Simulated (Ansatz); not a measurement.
Total energies of Si₂O₄ from Ansatz at PBE0-D4/def2-TZVPD, gas phase (1 Eh = 27.2114 eV = 2625.5 kJ/mol). The reference geometry is relaxed at PBE0-D4/def2-SVP.

```xyz
6

Si    0.0229   -1.0757   -0.5289
Si   -0.0229    1.0757    0.5289
O     0.3876   -0.4848    1.0029
O    -0.3876    0.4849   -1.0029
O    -0.0518    2.4326    1.1961
O     0.0518   -2.4326   -1.1960
```

| state | geometry | energy (Eh) |
| --- | --- | --- |
| charge 0 singlet | reference | -879.65338 |
| charge -1 doublet | reference | -879.71819 |
| charge -1 doublet | relaxed at PBE0-D4/def2-SVPD | -879.73933 |
| free Si atom (triplet) | – | -289.24952 |
| free O atom (triplet) | – | -75.01925 |

(1) Work out the vertical electron affinity, to the doublet.

(2) How much does the charge -1 doublet relax, and what is the adiabatic electron affinity?

(3) What is the binding energy per atom against free atoms?

(1) E(charge 0 singlet) − E(charge -1 doublet) = -879.65338 − (-879.71819) = 0.06481 Eh = 1.76 eV.

(2) Relaxation: -879.71819 − (-879.73933) = 0.02114 Eh = 0.58 eV. Adiabatic electron affinity: 0.08595 Eh = 2.34 eV, without zero-point energy. 

(3) Atoms: 2 × (-289.24952) + 4 × (-75.01925) = -878.57604 Eh. Binding: -878.57604 − (-879.65338) = 1.07734 Eh = 29.32 eV, or 4.89 eV for each of 6 atoms (no zero-point energy, no counterpoise term).

The structure comes from a short search, and lower isomers may exist.
